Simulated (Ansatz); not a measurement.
Reaction (redistribution): `CN[SiH2]N` + `CBNC` → `CN[SiH2]NC` + `CBN`

Calculated with Ansatz (gas phase, PBE0-D4/def2-TZVP geometries, no zero-point term in ΔE). CCSD(T)/CBS adds triple-zeta CCSD(T) − MP2 to the extrapolated MP2 energy (def2 sets, frozen cores). Each species was taken in one conformer, which may not be the lowest.

`CN[SiH2]N`:

Cartesian coordinates in Å:
```
C 0.489 1.821 -0.423
N -0.168 0.718 0.238
Si 0.278 -0.927 0.103
N -1.108 -1.884 0.406
H -0.232 2.580 -0.744
H 0.996 1.457 -1.320
H 1.245 2.317 0.200
H -0.722 0.989 1.036
H 1.279 -1.451 1.082
H 0.892 -1.014 -1.255
H -1.018 -2.784 0.846
H -1.931 -1.823 -0.169
```

`CBNC`:

Cartesian coordinates in Å:
```
C -1.356 -0.571 -1.351
B -0.088 0.079 -0.692
N 0.166 -0.026 0.670
C 1.290 0.523 1.390
H -2.007 -1.099 -0.649
H -1.061 -1.279 -2.133
H -1.958 0.192 -1.858
H 0.712 0.693 -1.350
H -0.484 -0.535 1.250
H 1.935 1.052 0.689
H 0.970 1.231 2.160
H 1.881 -0.260 1.875
```

`CN[SiH2]NC`:

Z-matrix (Å, degrees):
```
C
N 1 1.444
H 1 1.097 2 113.4
H 1 1.095 2 111.4 3 -121.9
H 1 1.092 2 109.3 3 119.7
Si 2 1.711 1 125.8 3 -97.5
H 2 1.008 1 113.9 3 64.8
N 6 1.709 2 109.2 1 -148.6
H 6 1.495 2 103.0 1 -23.9
H 6 1.494 2 117.3 1 94.7
C 8 1.445 6 125.2 2 58.3
H 8 1.007 6 117.8 2 -140.7
H 11 1.092 8 109.2 6 -23.7
H 11 1.095 8 111.5 6 -141.9
H 11 1.098 8 113.2 6 96.2
```

`CBN`:

Z-matrix (Å, degrees):
```
C
B 1 1.568
H 1 1.095 2 110.4
H 1 1.096 2 110.3 3 116.2
H 1 1.094 2 114.3 3 -121.9
N 2 1.392 1 122.0 3 122.1
H 2 1.202 1 121.0 3 -57.9
H 6 1.005 2 123.2 1 180.0
H 6 1.007 2 123.1 1 -0.0
```

| species | MP2/CBS(def2) energy (Eh) |
| --- | --- |
| `CN[SiH2]N` | -441.32781 |
| `CBNC` | -160.39015 |
| `CN[SiH2]NC` | -480.55476 |
| `CBN` | -121.16000 |

(1) Work out ΔE.

Largest T1 diagnostic among the species: 0.011.

Answers

(1) ΔE = (-480.55476) + (-121.16000) − (-441.32781) − (-160.39015) = 0.00320 Eh = +8.4 kJ/mol. CCSD(T)/CBS gives +8.5 kJ/mol.
